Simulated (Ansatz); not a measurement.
A run for Ansatz (a quantum-chemistry and plane-wave program): U-CCSD(T)/6-31G on PN, a point of a bond scan (R = 4.003 Å).

Ansatz 0.2 input:
```yaml
crystal:
  periodic: [false, false, false]
  atoms:
    - {symbol: P, position_ang: [-0.00000000, -0.00000000, -0.47178081]}
    - {symbol: N, position_ang: [0.00000000, 0.00000000, 3.53161638]}
basis:
  gaussian:
    orbitals: 6-31G
correlation: {method: ccsd_t, electrons: outside_noble_gas}
scf: {omitted_lower_state_checks: [cluster_reference]}
magnetization: {spin_polarized: true, initial_magnetization: 0}
```

Output:

```
Functional definition: HF
[...]
these checks for a lower state are left out or cut short: cluster_reference
integrals: 0.00 GiB planned
272 factors; integrals over basis functions are off by at most 3.2e-4 eV
mean field: 0.05 GiB planned
mean field evaluation 1: about -10673.7184 eV, gradient 6.5e1 eV
mean field evaluation 2: about -10673.7206 eV, gradient 6.5e1 eV
mean field evaluation 4: about -10628.3563 eV, gradient 1.0e2 eV
mean field evaluation 8: about -10735.8917 eV, gradient 1.1e1 eV
mean field evaluation 16: about -10738.6926 eV, gradient 1.5e-6 eV
mean field evaluation 32: about -10747.2374 eV, gradient 7.9e-2 eV
mean field evaluation 64: about -10744.5428 eV, gradient 5.4e0 eV
mean field evaluation 96: about -10750.5135 eV, gradient 2.0e-3 eV
mean field evaluation 128: about -10747.2173 eV, gradient 5.2e-1 eV
mean field evaluation 160: about -10673.7184 eV, gradient 6.5e1 eV
mean field evaluation 192: about -10744.1505 eV, gradient 1.1e-1 eV
mean field -10750.51350933 eV, -395.0740845082 hartree, gradient 4.1e-6 eV, S^2 3.001976; 7 other end points of the search recorded, 0 dependent functions left out
6 core orbitals not correlated
reference -10750.51350933 eV, -395.0740845082 hartree; 5, 5 occupied and 11, 11 virtual orbitals, 272 factors
second order -1.04428729 eV of doubles, -0.00000000 eV of singles
coupled cluster: 0.05 GiB planned
cycle   1  -1.26762643 eV  change   -2.2e-1 eV  update   3.2e-2
cycle   2  -1.35487914 eV  change   -8.7e-2 eV  update   1.1e-2
cycle   3  -1.35775679 eV  change   -2.9e-3 eV  update   2.5e-3
cycle   4  -1.35880258 eV  change   -1.0e-3 eV  update   7.0e-4
cycle   5  -1.35891454 eV  change   -1.1e-4 eV  update   2.9e-4
cycle   6  -1.35884399 eV  change    7.1e-5 eV  update   2.1e-4
cycle   7  -1.35885277 eV  change   -8.8e-6 eV  update   1.7e-4
cycle   8  -1.35887053 eV  change   -1.8e-5 eV  update   1.4e-4
cycle   9  -1.35886172 eV  change    8.8e-6 eV  update   1.1e-4
cycle  10  -1.35886725 eV  change   -5.5e-6 eV  update   1.0e-4
cycle  11  -1.35888875 eV  change   -2.1e-5 eV  update   9.3e-5
cycle  12  -1.35889564 eV  change   -6.9e-6 eV  update   8.1e-5
cycle  13  -1.35888131 eV  change    1.4e-5 eV  update   6.9e-5
cycle  14  -1.35887206 eV  change    9.3e-6 eV  update   6.2e-5
cycle  15  -1.35888707 eV  change   -1.5e-5 eV  update   4.9e-5
cycle  16  -1.35890250 eV  change   -1.5e-5 eV  update   3.1e-5
cycle  17  -1.35890205 eV  change    4.5e-7 eV  update   2.2e-5
cycle  18  -1.35889582 eV  change    6.2e-6 eV  update   1.5e-5
cycle  19  -1.35889374 eV  change    2.1e-6 eV  update   1.1e-5
coupled cluster: 0.05 GiB planned
perturbative correction -0.00747442 eV, -0.0002746800 hartree
Total energy: -10751.87987750 eV, -395.1242976120 hartree
Checks for a lower state left out: cluster_reference
```

Self-consistency was reached. Its determinant has ⟨S²⟩ = 3.00, a mixture of spin states.

Cost: roughly 3 core-seconds.
